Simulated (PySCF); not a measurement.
**Working out the ionisation energy of Sn⁺**

Sn⁺ [Kr] 4d10 5s2 5p1 (2P) → Sn²⁺ [Kr] 4d10 5s2 (1S). Computed with PySCF 2.14 in aug-cc-pVTZ-PP with ECP28MDF (6s5p4d2f, 55 functions), with scalar relativity through the core potential. Frozen: 4s2 4p6 4d10. Energies in hartree (1 hartree = 27.21139 eV):

```
             part  Sn⁺ (lower)  Sn²⁺ (upper)
              UHF  -213.088509   -212.583299
MP2 opposite-spin    -0.030105     -0.024729
    MP2 same-spin    -0.002223      0.000000
```

What does Hartree-Fock give?

(-212.583299) − (-213.088509) = 0.505210 hartree = 13.747 eV.

What do MP2 and SCS-MP2 (6/5 opposite-spin, 1/3 same-spin) give?

The opposite-spin parts differ by 0.146 eV and the same-spin parts by 0.060 eV. MP2: 13.747 + (0.146) + (0.060) = 13.953 eV. SCS-MP2: 13.747 + 1.2 × (0.146) + (0.060)/3 = 13.942 eV.

Measured between the centres of the two terms (NIST): 14.282 eV, so MP2 (valence) is off by -0.329 eV.

What remains against the reference includes basis incompleteness, the frozen core and correlation beyond second order.
